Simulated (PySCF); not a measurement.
**Relaxation of singlet MoO₃**

All numbers come from PBE in PySCF with Mo def2-TZVP with ECP28, O def2-TZVP; scalar-relativistic core potentials, no spin–orbit coupling; density-fitted integrals. A (50,194) grid was used.

A start displaced from a saddle point along its imaginary mode, of C3v symmetry, held to at least that symmetry:

Coordinates in bohr (charge 0 multiplicity 1):
```
Mo    0.0000   -0.1111    0.0000
O    -0.0001    0.2268    3.2562
O     2.8200    0.2268   -1.6280
O    -2.8199    0.2268   -1.6282
```

Problem. What forces act on the atoms at the start (eV/Å)?

Solution. 
```
atom     Fx     Fy     Fz
 Mo1   0.00  -0.72   0.00
  O2   0.00   0.24  -0.55
  O3  -0.48   0.24   0.28
  O4   0.48   0.24   0.28
```

Problem. What does it relax to?

Solution. It ends at C3v with Mo–O 1.717 Å (×3); O–Mo–O 108.9° (×3). A frequency run shows a minimum. Other isomers or separated fragments may lie lower.

Problem. How much energy is released, and in how many steps?

Solution. 37.7 kJ/mol in 6 steps.
